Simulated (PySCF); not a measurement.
Bonds (- single, = double, # triple, : aromatic): C1-C2, C2-F3, C2=C4, C4-C5, C5-F6, C4-Si7, Si7-O8. C1 carries H9, H10, H11; C5 carries H12, H13; Si7 carries H14, H15; O8 carries H16. Stereochemistry as in C/C(F)=C(/CF)[SiH2]O.

- coordinates at the GFN2-xTB level
- PBE0/pcSseg-1 with gauge-including orbitals
- run in PySCF 2.14.0 with density-fitted response routines
- one computed conformer, no solvent, equivalent nuclei averaged, non-relativistic

Referencing at the same level of theory: ¹³C (186.93 ppm) and ¹H (31.72 ppm) and ²⁹Si (349.16 ppm) against TMS; ¹⁹F (170.95 ppm) against CFCl3; ¹⁷O (336.08 ppm) against H2O.

| atoms | nucleus | count | δ (ppm) |
| --- | --- | --- | --- |
| C5 | ¹³C | 1 | 84.7 |
| C4 | ¹³C | 1 | ? |
| F3 | ¹⁹F | 1 | ? |
| C2 | ¹³C | 1 | ? |
| H9/H10/H11 | ¹H | 3 | 1.99 |
| F6 | ¹⁹F | 1 | -249.5 |
| H16 | ¹H | 1 | 1.84 |
| H14/H15 | ¹H | 2 | ? |
| C1 | ¹³C | 1 | 17.8 |
| Si7 | ²⁹Si | 1 | -30.1 |
| H12/H13 | ¹H | 2 | 5.77 |
| O8 | ¹⁷O | 1 | 15.3 |

Question: Complete the table.

Answer: 
- C2: 168.1 ppm, fully substituted alkene carbon
- C4: 114.5 ppm, fully substituted alkene carbon; an sp2 carbon of a C=C bond
- H14/H15: 5.33 ppm, hydrogen on a silicon bonded to C, O
- F3: -56.4 ppm, vinylic fluorine

Exchangeable OH/NH protons stand at their gas-phase positions; hydrogen bonding in a real sample shifts them, mostly to higher δ. Shifts are as computed. Against solution values, carbons near 30 ppm lie about +3 ppm off and those near 130 ppm about +5 ppm. Of 1309 compounds with measured shifts, 239 miss one by over three times the rms of a fit or turn the order of signals round; such compounds aren't used in these exercises. Unscaled 19F shifts against computed CFCl3 carry errors that often reach 10 to 50 ppm. Experimental scales use liquid or dissolved standards, which lie at an offset from isolated H2O (liquid H2O: subtract about 36 ppm).
